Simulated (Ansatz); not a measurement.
CH$_{3}$F$_{2}$GaS (`C[S][Ga]([F])[F]`), relaxed with RKS PBE0-D4/def2-TZVP in Ansatz from a GFN2-xTB geometry. The force threshold is 0.005 eV/Å; the program also tests the step.

The species carries charge 0 and has multiplicity 1.

Start:

```xyz
8

C    -0.338   -0.239    1.336
S    -1.231    0.680    0.025
Ga    0.239    0.378   -1.628
F     1.737   -0.484   -1.228
F     0.143    0.882   -3.309
H     0.689    0.110    1.414
H    -0.873   -0.020    2.256
H    -0.366   -1.307    1.133
```

```tsv
step	energy (eV)	largest force (eV/Å)	largest move (Å)
1	-69722.5493	0.980	0.000
2	-69722.6087	0.280	0.080
3 (rejected)	-69722.6014	0.346	0.074
4	-69722.6137	0.238	0.037
5	-69722.6167	0.031	0.034
6	-69722.6167	0.028	0.004
7	-69722.6167	0.003	0.006
8	-69722.6167	0.003	0.003
9 (rejected)	-69722.6166	0.020	0.036
10	-69722.6168	0.005	0.018
11	-69722.6168	0.015	0.025
12	-69722.6168	0.011	0.003
13	-69722.6168	0.004	0.003
14	-69722.6168	0.006	0.011
15	-69722.6168	0.024	0.027
16	-69722.6168	0.011	0.005
17 (rejected)	-69722.6168	0.009	0.004
18	-69722.6168	0.003	0.002
```

End:

```xyz
8

C    -0.337   -0.217    1.336
S    -1.158    0.677   -0.026
Ga    0.268    0.340   -1.612
F     1.730   -0.571   -1.335
F     0.086    0.930   -3.236
H     0.659    0.175    1.527
H    -0.962   -0.050    2.213
H    -0.285   -1.284    1.132
```

Hardware: 4 threads of an Arm Neoverse V2 on a shared host. Wall time 66 s, peak host memory 0.57 GiB.
